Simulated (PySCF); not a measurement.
From one molecule to another.

First species: C6H8F3N3.
SMILES: `CCCN1N=CC(C(F)(F)F)=N1`

Second species: C7H14Si.
SMILES: `C#CC[Si@H](C)C(C)C`

Levels: PBE0/pcSseg-1 for dipole moment, HOMO energy, LUMO energy and HOMO–LUMO gap; GFN2-xTB for rotational constant A and rotational constant C. Geometries: GFN2-xTB. Each structure is a single optimised conformer of the isolated species, non-relativistic unless stated; the electronic structure was computed with PySCF and density fitting.

The conformers computed, where there is a choice (atom-mapped SMILES and torsion angles):
- `[CH3:1][CH2:2][CH2:3][n:4]1[n:5][cH:6][c:7]([C:8]([F:9])([F:10])[F:11])[n:12]1`: C1–C2–C3–N4 68°, C2–C3–N4–N5 84°, C6–C7–C8–F9 12°
- `[CH:1]#[C:2][CH2:3][Si@H:4]([CH3:5])[CH:6]([CH3:7])[CH3:8]`: C2–C3–Si4–C5 63°, C3–Si4–C6–C7 -56°

Values for the first species:

```
Dipole moment         : 3.35 D
HOMO energy           : -8.26 eV
LUMO energy           : -0.69 eV
HOMO–LUMO gap         : 7.57 eV
Rotational constant A : 1.913 GHz
Rotational constant C : 0.473 GHz
```

(1) Estimate the same properties for the second species, and the change in each.

## Answers

(1) 
```
             property      first     second  second less first
        dipole moment     3.35 D     0.60 D            -2.75 D
          HOMO energy   -8.26 eV   -7.27 eV           +0.99 eV
          LUMO energy   -0.69 eV    1.13 eV           +1.82 eV
        HOMO–LUMO gap    7.57 eV    8.40 eV           +0.83 eV
rotational constant A  1.913 GHz  2.035 GHz         +0.122 GHz
rotational constant C  0.473 GHz  0.944 GHz         +0.471 GHz
```

On the first: The dipole matches unit charges of opposite sign 0.70 Å apart (1 e·Å = 4.8032 D). A dipole of 3.35 D is allowed in C1, and pure rotational transitions are dipole-allowed.

On the second: In atomic units the dipole is 0.24 e·bohr (1 au = 2.5417 D).
